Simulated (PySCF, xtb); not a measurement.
CH₇GeNOSi, SMILES [SiH2]1[Ge@H]([OH])[NH]C1. One conformer was computed; it need not be the lowest.

Harmonic wavenumbers (cm⁻¹) from GFN2-xTB in xtb 6.7.1 at its own minimum, in rising order: 77, 111, 155, 180, 315, 356, 394, 424, 467, 489, 529, 594, 657, 674, 706, 733, 750, 778, 1054, 1131, 1146, 1301, 1490, 1626, 2215, 2236, 2846, 2890, 3461, 3671.

Question: What does PBE-D3(BJ)/def2-SVP in PySCF give at its own minimum? (The exact figures need the calculation; the answer reports its results.)

Answer: 47, 90, 156, 231, 312, 335, 404, 469, 545, 590, 627, 652, 677, 720, 729, 824, 890, 902, 1038, 1117, 1132, 1274, 1429, 2009, 2152, 2169, 2907, 2950, 3485, 3727. Paired by order, the mean absolute difference is 60 cm⁻¹ and the zero-point energies are 47.8 and 49.5 kcal/mol.
